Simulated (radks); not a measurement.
Q: These are the eigenvalues of the occupied orbitals of an atom or ion with whole-number occupations (hartree). Calculated with a radial shooting solver on a logarithmic mesh with Libxc functionals: non-relativistic Kohn-Sham, LDA (Slater exchange, Perdew-Wang correlation), spin-polarised, spherical densities, point nucleus.

orbital  eigenvalue
1s up     -424.6887
1s down   -424.6436
2s up     -76.33999
2s down   -76.29328
2p up     -71.26762
2p down   -71.21342
3s up     -28.17154
3s down   -27.99426
3p up     -26.49706

Which element is it, and in what charge state? The configuration may be excited. Open shells, if any, are filled with parallel spins first.

A: Z = 32, germanium, charge +19: Ge19+ in [Ne] 3s2 3p1. The list shows which subshells hold electrons but not how many an open one holds; the 1s level, -424.69 hartree, gives Z - s = 29.1 by -(Z - s)^2/2, which with screening narrows Z to a few neighbours, and the depths of the outer levels then fix element, charge and occupations together.
